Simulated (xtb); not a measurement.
Harmonic IR lines of one isomer of C₄H₃N, unscaled. Calculation: xtb with GFN2-xTB.

```json
[
 {"wavenumber (cm⁻¹)": "599", "relative intensity": "4.5"},
 {"wavenumber (cm⁻¹)": "820", "relative intensity": "7.1"},
 {"wavenumber (cm⁻¹)": "848", "relative intensity": "17"},
 {"wavenumber (cm⁻¹)": "1288", "relative intensity": "5.6"},
 {"wavenumber (cm⁻¹)": "2071", "relative intensity": "100"},
 {"wavenumber (cm⁻¹)": "2376", "relative intensity": "79"}
]
```

Question: Say which structure gives these lines.
A) `C=C=CC#N`
B) `CC#CC#N`
C) `C#CC=C=N`
D) `C#CCC#N`

Answer: A, `C=C=CC#N`
